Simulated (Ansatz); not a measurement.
Gas-phase reaction in SMILES: CC[CH]CCO → CCC[C@H](C)[O]
Geometries: B3LYP-D3(BJ)/def2-TZVP minima from Ansatz (a first-principles code), one conformer each, not searched for the lowest.

Wanted: isomerisation energy (electronic energy difference), in kcal/mol. Valence correlation only, unless marked. Open shells are spin-unrestricted. No spin-orbit coupling. Non-relativistic. Basis-set limits of correlation are two-point, X^-3; Hartree-Fock from the larger set. The bracket is a focal-point correction in the basis named.

```
level                                                     program  isomerisation energy (kcal/mol)
-------------------------------------------------  --------------  -------------------------------
r2SCAN-D3(BJ)/def2-TZVPD                           Ansatz + dftd3                              1.3
r2SCAN-D4/def2-TZVPD                               Ansatz + dftd4                              1.2
PBE0/def2-TZVP                                             Ansatz                              0.5
HSE06-D3(BJ)/def2-TZVPD                            Ansatz + dftd3                              1.3
LC-wPBE-D3(BJ)/def2-TZVPD                          Ansatz + dftd3                              2.0
B2GP-PLYP-D4/def2-TZVPD                            Ansatz + dftd4                              2.1
B2PLYP-D4/def2-TZVPD                               Ansatz + dftd4                              1.8
PBE-QIDH/def2-TZVPD                                        Ansatz                              1.9
RPA@PBE/cc-pVTZ                                            Ansatz                             -1.3
MP2/6-31G                                                  Ansatz                             -4.0
MP2/cc-pVDZ                                                Ansatz                              2.1
SCS-MP2/cc-pwCVTZ                                          Ansatz                              3.7
CCSD/cc-pVTZ                                               Ansatz                              0.9
CCSD(T)/6-31G*                                             Ansatz                             -5.7
RI-MP2/CBS(cc-pVTZ,cc-pVQZ)+[CCSD(T)-MP2]/cc-pVTZ          Ansatz                              3.1
```
